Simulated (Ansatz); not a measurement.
One change: `[BH2][GeH]([CH3])[OH]` becomes `[CH3][GeH]([OH])[Cl]`.

Ansatz, PBE0-D4/def2-TZVP geometries, multiplicity 1. Each molecule was computed in one conformer, which needn't be the lowest.

Scalar relativity is left out up to krypton.

| property | `[BH2][GeH]([CH3])[OH]` |
| --- | --- |
| HOMO energy (PBE/def2-TZVPP) / eV | -6.43 |
| LUMO energy (PBE0/def2-TZVPP) / eV | -2.39 |
| LUMO energy (B3LYP/def2-TZVPP) / eV | -2.61 |
| size of the dipole moment (B3LYP/def2-TZVPP) / D | 1.58 |
| HOMO energy (B3LYP/def2-TZVPP) / eV | -7.67 |
| HOMO–LUMO gap (PBE/def2-TZVPP) / eV | 3.04 |

(1) What does the change do to each property? (Best estimate.)

Answers

(1) Ansatz gave: 
```tsv
property	`[CH3][GeH]([OH])[Cl]`	shift
HOMO energy (PBE/def2-TZVPP) / eV	-7.08	-0.65
LUMO energy (PBE0/def2-TZVPP) / eV	0.40	2.79
LUMO energy (B3LYP/def2-TZVPP) / eV	0.04	2.65
size of the dipole moment (B3LYP/def2-TZVPP) / D	2.29	0.71
HOMO energy (B3LYP/def2-TZVPP) / eV	-8.28	-0.61
HOMO–LUMO gap (PBE/def2-TZVPP) / eV	6.48	3.44
```

With PBE0 the HOMO falls by 0.61 eV and the LUMO rises by 2.79 eV, so the gap widens by about 3.40 eV. PBE moves the HOMO by -0.65 eV and ωB97M-V by -0.63 eV. Dipoles are sizes alone; their direction can turn.

B3LYP here is the variant with VWN-RPA as its local correlation; programs differ in this.
